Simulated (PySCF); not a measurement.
NMR data sheet: C₇H₄FNO

- Formula: C7H4FNO
- SMILES: O=C=Nc1ccccc1F
- InChI: InChI=1S/C7H4FNO/c8-6-3-1-2-4-7(6)9-5-10/h1-4H
- Degrees of unsaturation: 6
- Carbon signals: 7
- Proton signals: 4

Bonds (- single, = double, # triple, : aromatic): O1=C2 1.165 Å, C2=N3 1.207 Å, N3-C4 1.379 Å, C4:C5 1.398 Å, C5:C6 1.392 Å, C6:C7 1.394 Å, C7:C8 1.394 Å, C8:C9 1.385 Å, C9-F10 1.332 Å, C9:C4 1.403 Å. C5 carries H11; C6 carries H12; C7 carries H13; C8 carries H14.

A single conformation, relativity neglected, no solvent. PBE0-D3(BJ)/def2-SVP structure; σ from GIAO-KT2/pcSseg-1; J: B3LYP/pcJ-1 (spin–dipole term only in couplings to heteroatoms); PySCF 2.14.

References, each an isolated molecule treated in the same way: TMS for ¹H (σref 31.18), ¹³C (σref 183.22); ¹⁹F (σref 138.57) against CFCl3; ¹⁵N (σref 264.30) vs NH3; H2O for ¹⁷O (σref 330.66).

```tsv
carbon	δC, type	δH (multiplicity, J in Hz)	HMBC from (abs. J ≥ 3 Hz)	span of the C tensor (ppm)
C2	123.3, C	–	–	294
C4	119.0, C	–	H14, H12	133
C5	119.8, CH	6.93 (m)	H13	177
C6	119.0, CH	6.87 (m)	H14	204
C7	120.3, CH	6.89 (m)	H11	199
C8	110.3, CH	6.91 (m)	H12	167
C9	157.7, C	–	H11, H14, H13	129
```

Other nuclei:
| atoms | nucleus | environment | δ (ppm) | σ (ppm) |
| --- | --- | --- | --- | --- |
| F10 | ¹⁹F | aryl fluorine | -146.1 | 284.7 |
| N3 | ¹⁵N | heterocumulene nitrogen | 60.7 | 203.6 |
| O1 | ¹⁷O | carbonyl oxygen | 170.1 | 160.6 |

Selected couplings (Hz, signed; the shortest-range and largest first, 30 at most; isotopes ¹³C, ¹⁹F, ¹H, ¹⁵N): ¹J(C9,F10) -313.7, ¹J(C5,H11) 171.7, ¹J(C7,H13) 171.1, ¹J(C8,H14) 170.7, ¹J(C6,H12) 170.6, ²J(C8,F10) 18.0, ²J(C4,F10) 12.6, ³J(F10,H14) 9.9, ³J(H13,H14) 9.2, ³J(H11,H12) 8.9, ³J(H12,H13) 8.4, ³J(C7,F10) 4.4, ³J(N3,F10) 3.9, ³J(N3,H11) -3.4, ³J(C5,F10) -2.1, ⁴J(F10,H11) 7.4, ⁴J(C6,F10) 6.9, ⁴J(F10,H13) 4.7, ⁴J(C2,F10) 1.9, ⁴J(H11,H13) 1.4, ⁴J(H12,H14) 1.1.

Carbon types of the structure: 3 × C, 4 × CH, which accounts for all hydrogens. δC 157.7: aromatic carbon bearing fluorine; σ withdrawal by the attached heteroatom moves it downfield of the ring CH carbons. δC 123.3: central carbon of a heterocumulene. δC 120.3, 119.8, 119.0, 110.3: aromatic CH. δC 119.0: aromatic carbon bearing nitrogen. δH 6.93, 6.91, 6.89, 6.87: hydrogen on an aromatic CH; it sits in the deshielding region of the aromatic ring current.

C–F couplings over four or more bonds (about 3 Hz to the para carbon of a fluoroarene) are left out. Common functionals overestimate the size of one-bond C–F couplings by tens of Hz; these are unscaled. Splittings below 1 Hz are ignored in the labels, and close J values are merged. Unscaled 3J(H,H) at this level run about 10 % above measured values. Shifts are as computed. Against solution values, carbons near 30 ppm lie about +2 ppm off and those near 130 ppm about -5 ppm. Of 1211 compounds with measured shifts, 218 miss one by over three times the rms of a fit or turn the order of signals round; such compounds aren't used in these exercises. Unscaled 19F shifts against computed CFCl3 carry errors that often reach 10 to 50 ppm. Experimental scales use liquid or dissolved standards, which lie at an offset from isolated NH3 (liquid NH3: subtract about 20 ppm) and H2O (liquid H2O: subtract about 36 ppm).
